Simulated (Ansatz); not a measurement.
C2H6F3NSi (`CN(C)[Si](F)(F)F`). Charge 0, multiplicity 1.

| atom | x (Å) | y (Å) | z (Å) |
| --- | --- | --- | --- |
| C1 | -0.335 | 0.792 | 1.210 |
| N2 | 0.097 | 0.024 | 0.062 |
| C3 | 0.994 | 0.733 | -0.824 |
| Si4 | -0.604 | -1.437 | -0.353 |
| F5 | 0.399 | -2.295 | -1.214 |
| F6 | -1.925 | -1.346 | -1.217 |
| F7 | -1.010 | -2.234 | 0.946 |
| H8 | -0.977 | 0.193 | 1.858 |
| H9 | 0.531 | 1.112 | 1.800 |
| H10 | -0.891 | 1.689 | 0.910 |
| H11 | 1.891 | 1.052 | -0.282 |
| H12 | 0.520 | 1.626 | -1.250 |
| H13 | 1.313 | 0.091 | -1.647 |

(1) What are the harmonic wavenumbers in cm⁻¹ at PBE0-D4/def2-TZVP (Ansatz, finite differences of forces, unscaled)? (Estimate.)

(2) Is this a minimum?

(3) Give the ideal-gas thermochemistry at 298.15 K and 1 bar (rigid rotor, harmonic oscillator; point group Cs, symmetry number 1).

(4) And at 400, 500, 600, 800 and 1000 K?

## Answers

(1) Ansatz gave: 33, 113, 172, 208, 211, 272, 285, 306, 377, 405, 412, 670, 887, 962, 993, 1054, 1102, 1123, 1175, 1235, 1360, 1450, 1475, 1478, 1484, 1503, 1529, 3010, 3013, 3059, 3067, 3136, 3136.

(2) Yes, all 33 modes are real.

(3) Zero-point energy 243.4 kJ/mol; H(298) − E = 268.9 kJ/mol; entropy 386.8 J/(mol·K), of which translation 169.5, rotation 117.5, vibration 99.7; G(298) − E = 153.6 kJ/mol. Modes under 100 cm⁻¹ are hindered rotations or soft bends, so the harmonic entropy is rough.

(4) 
| T (K) | H − E (kJ/mol) | S (J/mol/K) | G − E (kJ/mol) |
| --- | --- | --- | --- |
| 400 | 283.3 | 428.2 | 112.0 |
| 500 | 299.8 | 464.9 | 67.4 |
| 600 | 318.2 | 498.3 | 19.2 |
| 800 | 359.5 | 557.5 | -86.6 |
| 1000 | 405.4 | 608.6 | -203.3 |
